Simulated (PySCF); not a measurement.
Structure revision by computed shifts

A compound C6H3F3 gives the data below (simulated from a calculation) and was assigned the structure `Fc1ccc(F)c(F)c1`.

13C{1H} NMR (computed): δ 162.3 (C, 2C), 149.9 (C), 128.9 (CH), 117.7 (CH, 2C).

1H NMR (600 MHz, computed): δ 7.21 (m, 1H), 7.09 (m, 2H).

- PBE0-D3(BJ)/def2-TZVP geometry
- NMR shieldings at B97-2/pcSseg-2/GIAO
- code: PySCF 2.14
- fast rotation and ring inversion assumed for equivalent nuclei, a single conformation, in vacuum, no relativistic terms

Chemical shifts δ = σref − σ; 1H and 13C vs TMS, all at this level.

Problem. Compare with the shifts computed for the proposed structure, pairing carbons in order of shift.

Solution. Atom-mapped SMILES (the numbers label the heavy atoms): `[F:1][c:2]1[cH:3][cH:4][c:5]([F:6])[c:7]([F:8])[cH:9]1`; H(Xn) means a hydrogen on atom n.

```csv
atom,computed for proposal,given list,difference
C2,168.2,162.3,+5.9
C7,160.9,162.3,-1.4
C5,156.5,149.9,+6.6
C4,124.1,128.9,-4.8
C3,116.0,117.7,-1.7
C9,111.2,117.7,-6.5
```

The rms difference is 5.0 ppm and the largest +6.6 ppm at C5 (aromatic carbon bearing fluorine). The proposal also would give 6 carbon signals, not 4. The proposal doesn't fit.

Problem. Which isomer fits?

Solution. 1,2,3-trifluorobenzene (F-1,3).

1. Carbon types of the structure: 3 × C, 3 × CH, which accounts for all hydrogens.
2. δC 162.3, 149.9: aromatic carbon bearing fluorine; σ withdrawal by the attached heteroatom moves it downfield of the ring CH carbons.
3. δC 128.9, 117.7: aromatic CH.
4. δH 7.21, 7.09: hydrogen on an aromatic CH; the ring current deshields protons in the ring plane.

Other isomers checked: Fc1cc(F)cc(F)c1 (rms 17.7 ppm).

This is the structure that produced the data.

Splittings by 19F in the carbon and heteronuclear signals aren't shown, as no couplings were computed. Shifts are as computed. Against solution values, carbons near 30 ppm lie about +3 ppm off and those near 130 ppm about +7 ppm. Of 1211 compounds with measured shifts, 218 miss one by over three times the rms of a fit or turn the order of signals round; such compounds aren't used in these exercises. Multiplicities follow the n + 1 count of equivalent neighbours, as no J values were calculated; m marks all less simple cases, F and P coupling included.
